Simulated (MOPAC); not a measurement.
MOPAC input (AM1):

```
AM1 PRECISE GNORM=0.05 LET XYZ UHF MS=0.5 GEO-OK AUX(PRECISION=9) THREADS=1
C2H6BO

C     1.91768900 1   -0.30184100 1   -0.56436400 1
B     0.65176400 1    0.18029300 1    0.21162300 1
O    -0.59755400 1   -0.12441300 1   -0.13571400 1
C    -1.75870700 1    0.31494100 1    0.57194700 1
H     2.57417000 1   -0.87464300 1    0.09598000 1
H     1.66167900 1   -0.92177400 1   -1.43061700 1
H     2.50418300 1    0.55497400 1   -0.90644100 1
H    -1.48126200 1    0.92961200 1    1.42919800 1
H    -2.30993100 1   -0.56349900 1    0.90677000 1
H    -2.38111500 1    0.89057000 1   -0.11279500 1
```

Output:

```
 *******************************************************************************
 **                                                                           **
 **                              MOPAC v23.2.5                                **
 **                                                                           **
 *******************************************************************************
 ** MOPAC's Digital Object Identifier: https://doi.org/10.5281/zenodo.6511958 **
 **                                                                           **
 ** Please cite the open-source release paper for use of this MOPAC version:  **
 ** J. E. Moussa and J. J. P. Stewart (2026)                                  **
 ** MOPAC: An open-source semiempirical molecular orbital program             **
 ** J. Open Source Softw., 11(119), 8025, https://doi.org/10.21105/joss.08025 **
 *******************************************************************************

                              AM1 CALCULATION RESULTS

 *******************************************************************************
 *  AM1        - The AM1 Hamiltonian to be used
 *  GEO-OK     - OVERRIDE INTERATOMIC DISTANCE AND OTHER SAFETY CHECKS
 *  UHF        - UNRESTRICTED HARTREE-FOCK CALCULATION
 *  MS=        - IN MECI, MAGNETIC COMPONENT OF SPIN =  0.5
 *  LET        - OVERRIDE SOME SAFETY CHECKS
 *  PRECISE    - TIGHTER CRITERIA TO BE USED
 *  XYZ        - CARTESIAN COORDINATE SYSTEM TO BE USED
 *  GNORM      - EXIT WHEN GRADIENT NORM DROPS BELOW 0.050
 *  AUX        - OUTPUT AUXILIARY INFORMATION
 *******************************************************************************
AM1 PRECISE GNORM=0.05 LET XYZ UHF MS=0.5 GEO-OK AUX(PRECISION=9) THREADS=1
 C2H6BO

   ATOM   CHEMICAL          X               Y               Z
  NUMBER   SYMBOL      (ANGSTROMS)     (ANGSTROMS)     (ANGSTROMS)

     1       C          1.91768900  *  -0.30184100  *  -0.56436400  *
     2       B          0.65176400  *   0.18029300  *   0.21162300  *
     3       O         -0.59755400  *  -0.12441300  *  -0.13571400  *
     4       C         -1.75870700  *   0.31494100  *   0.57194700  *
     5       H          2.57417000  *  -0.87464300  *   0.09598000  *
     6       H          1.66167900  *  -0.92177400  *  -1.43061700  *
     7       H          2.50418300  *   0.55497400  *  -0.90644100  *
     8       H         -1.48126200  *   0.92961200  *   1.42919800  *
     9       H         -2.30993100  *  -0.56349900  *   0.90677000  *
    10       H         -2.38111500  *   0.89057000  *  -0.11279500  *

          CARTESIAN COORDINATES

    NO.       ATOM           X           Y           Z

     1         C          1.9177     -0.3018     -0.5644
     2         B          0.6518      0.1803      0.2116
     3         O         -0.5976     -0.1244     -0.1357
     4         C         -1.7587      0.3149      0.5719
     5         H          2.5742     -0.8746      0.0960
     6         H          1.6617     -0.9218     -1.4306
     7         H          2.5042      0.5550     -0.9064
     8         H         -1.4813      0.9296      1.4292
     9         H         -2.3099     -0.5635      0.9068
    10         H         -2.3811      0.8906     -0.1128

  H: (AM1): M.J.S. DEWAR ET AL, J. AM. CHEM. SOC. 107 3902-3909 (1985)
  B: (AM1): M.J.S. DEWAR ET AL, ORGANOMETALLICS, 7, 513-521 (1988)
  C: (AM1): M.J.S. DEWAR ET AL, J. AM. CHEM. SOC. 107 3902-3909 (1985)
  O: (AM1): M.J.S. DEWAR ET AL, J. AM. CHEM. SOC. 107 3902-3909 (1985)

           Empirical Formula: C2 H6 O B  =    10 atoms

      MOLECULAR POINT GROUP   :   Cs

          UHF CALCULATION, NO. OF ALPHA ELECTRONS =   12
                           NO. OF BETA  ELECTRONS =   11

          Geometry optimization using EF

          DIAGONAL MATRIX USED AS START HESSIAN

 CYCLE:     1  GRAD.:    62.363 HEAT: -29.61082
 CYCLE:     2  GRAD.:   203.901 HEAT: -19.52752
 CYCLE:     3  GRAD.:   235.890 HEAT: -15.32131
 CYCLE:     4  GRAD.:   164.398 HEAT: -21.69678
 CYCLE:     5  GRAD.:   156.707 HEAT: -25.83182
 CYCLE:     6  GRAD.:   183.065 HEAT: -22.38444
 CYCLE:     7  GRAD.:   164.572 HEAT: -19.02945
 CYCLE:     8  GRAD.:   141.217 HEAT: -26.91605
 CYCLE:     9  GRAD.:   490.139 HEAT:  9.181888
 CYCLE:    10  GRAD.:   196.414 HEAT: -22.82499
 CYCLE:    11  GRAD.:   256.690 HEAT: -9.675768
 CYCLE:    12  GRAD.:   216.269 HEAT: -21.38412
 CYCLE:    13  GRAD.:   396.784 HEAT:-0.6711679
 CYCLE:    14  GRAD.:    85.771 HEAT: -29.77673
 CYCLE:    15  GRAD.:   123.552 HEAT: -28.20077
 CYCLE:    16  GRAD.:    50.724 HEAT: -32.04307
 CYCLE:    17  GRAD.:    43.537 HEAT: -32.28303
 CYCLE:    18  GRAD.:     5.303 HEAT: -33.01176
 CYCLE:    19  GRAD.:     8.583 HEAT: -33.01330
 CYCLE:    20  GRAD.:    12.996 HEAT: -32.99470
 CYCLE:    21  GRAD.:     5.523 HEAT: -33.04367
 CYCLE:    22  GRAD.:     5.049 HEAT: -33.05934
 CYCLE:    23  GRAD.:    18.117 HEAT: -32.96928
 CYCLE:    24  GRAD.:     1.396 HEAT: -33.08011
 CYCLE:    25  GRAD.:     0.900 HEAT: -33.08816
 CYCLE:    26  GRAD.:     1.072 HEAT: -33.10407
 CYCLE:    27  GRAD.:     0.534 HEAT: -33.10518
 CYCLE:    28  GRAD.:     0.373 HEAT: -33.10594
 CYCLE:    29  GRAD.:     0.180 HEAT: -33.10608
 CYCLE:    30  GRAD.:     0.074 HEAT: -33.10610
 CYCLE:    31  GRAD.:     0.010 HEAT: -33.10611

     GRADIENT =  0.00955 IS LESS THAN CUTOFF =  0.05000

 -------------------------------------------------------------------------------
 AM1 PRECISE GNORM=0.05 LET XYZ UHF MS=0.5 GEO-OK AUX(PRECISION=9) THREADS=1
 C2H6BO

     GEOMETRY OPTIMISED USING EIGENVECTOR FOLLOWING (EF).
     SCF FIELD WAS ACHIEVED

                              AM1 CALCULATION
                                                       MOPAC v23.2.5 Linux

          FINAL HEAT OF FORMATION =        -33.10611 KCAL/MOL =    -138.51595 KJ/MOL

          COSMO AREA              =        106.79 SQUARE ANGSTROMS
          COSMO VOLUME            =         88.41 CUBIC ANGSTROMS

          GRADIENT NORM           =          0.00955          =       0.00302 PER ATOM
          IONIZATION POTENTIAL    =          8.046456 EV
          ALPHA SOMO LUMO (EV)    =         -8.046  2.476
          BETA  SOMO LUMO (EV)    =        -11.674  1.086
          NO. OF ALPHA ELECTRONS  =         12
          NO. OF BETA  ELECTRONS  =         11
          MOLECULAR WEIGHT        =         56.8788         POINT GROUP:  Cs

          MOLECULAR DIMENSIONS (Angstroms)

            Atom       Atom       Distance
            H    10    H     5     5.17314
            H     9    H     7     3.42615
            H     6    H     8     2.87951

          SCF CALCULATIONS        =         32

   ATOM   CHEMICAL          X               Y               Z
  NUMBER   SYMBOL      (ANGSTROMS)     (ANGSTROMS)     (ANGSTROMS)

     1       C          1.90747425  *  -0.28203639  *  -0.53539813  *
     2       B          0.61034611  *   0.14688558  *   0.16694535  *
     3       O         -0.62606263  *  -0.17484309  *  -0.20566483  *
     4       C         -1.70252365  *   0.32782920  *   0.58638759  *
     5       H          2.50480485  *  -0.84572503  *   0.20943470  *
     6       H          1.66348088  *  -0.91126895  *  -1.41572330  *
     7       H          2.43163324  *   0.64715932  *  -0.83736338  *
     8       H         -1.33477649  *   0.94465953  *   1.44039355  *
     9       H         -2.26662420  *  -0.56320754  *   0.95766681  *
    10       H         -2.34025562  *   0.94109647  *  -0.09713968  *

                             CARTESIAN COORDINATES

   1    C        1.907474253    -0.282036394    -0.535398130
   2    B        0.610346105     0.146885579     0.166945347
   3    O       -0.626062627    -0.174843088    -0.205664835
   4    C       -1.702523654     0.327829196     0.586387593
   5    H        2.504804854    -0.845725030     0.209434701
   6    H        1.663480879    -0.911268948    -1.415723305
   7    H        2.431633244     0.647159320    -0.837363376
   8    H       -1.334776486     0.944659527     1.440393554
   9    H       -2.266624199    -0.563207537     0.957666812
  10    H       -2.340255622     0.941096469    -0.097139682

           Empirical Formula: C2 H6 O B  =    10 atoms

      MOLECULAR POINT GROUP   :   Cs

          ALPHA EIGENVALUES
 -38.73213 -29.94197 -27.45756 -20.08161 -16.23514 -16.05676 -14.55895 -13.55344
 -13.27723 -12.43351 -11.70539  -8.04646   2.47571   2.76716   4.01658   4.18812
   4.27959   4.75254   4.92710   4.93278   5.76823   7.27325

           BETA EIGENVALUES
 -38.40222 -29.58192 -27.36273 -19.55285 -16.01978 -15.89347 -13.89819 -13.45787
 -13.14166 -12.12044 -11.67369   1.08595   2.97254   2.99616   4.07510   4.19792
   4.28021   4.96199   5.03983   5.12567   6.32466   8.06458

              NET ATOMIC CHARGES AND DIPOLE CONTRIBUTIONS

  ATOM NO.   TYPE          CHARGE      No. of ELECS.   s-Pop       p-Pop
    1          C          -0.314831        4.3148     1.24101     3.07382
    2          B           0.113192        2.8868     1.45957     1.42724
    3          O          -0.280550        6.2805     1.83565     4.44490
    4          C          -0.033109        4.0331     1.23939     2.79372
    5          H           0.094323        0.9057     0.90568
    6          H           0.089951        0.9100     0.91005
    7          H           0.094323        0.9057     0.90568
    8          H           0.073403        0.9266     0.92660
    9          H           0.081649        0.9184     0.91835
   10          H           0.081649        0.9184     0.91835
 DIPOLE           X         Y         Z       TOTAL
 POINT-CHG.    -0.760     0.687     1.033     1.456
 HYBRID         0.072    -0.234    -0.339     0.418
 SUM           -0.688     0.453     0.695     1.078

          ATOMIC ORBITAL ELECTRON POPULATIONS

     Atom    s        px        py        pz
    1  C   1.24101   1.05503   1.01069   1.00810
    2  B   1.45957   0.64324   0.34165   0.44235
    3  O   1.83565   1.25713   1.65980   1.52798
    4  C   1.23939   0.86508   0.98527   0.94337
    5  H   0.90568
    6  H   0.91005
    7  H   0.90568
    8  H   0.92660
    9  H   0.91835
   10  H   0.91835

                    (SZ)    =    0.500000
                    (S**2)  =    0.754421

          ATOMIC ORBITAL SPIN POPULATIONS

    Atom   Total    s     px     py     pz
         Atomic
    1  C  0.2501  0.038  0.133  0.028  0.051
    2  B  0.6398  0.268 -0.023  0.136  0.260
    3  O  0.1104 -0.001  0.046  0.020  0.047
    4  C  0.0042  0.003  0.002  0.000 -0.001
    5  H -0.0133 -0.013
    6  H  0.0217  0.022
    7  H -0.0133 -0.013
    8  H  0.0027  0.003
    9  H -0.0011 -0.001
   10  H -0.0011 -0.001

 **********************
 *                    *
 * JOB ENDED NORMALLY *
 *                    *
 **********************

 == MOPAC DONE ==
```

The geometry given is a B3LYP-D3(BJ)/def2-TZVP minimum.
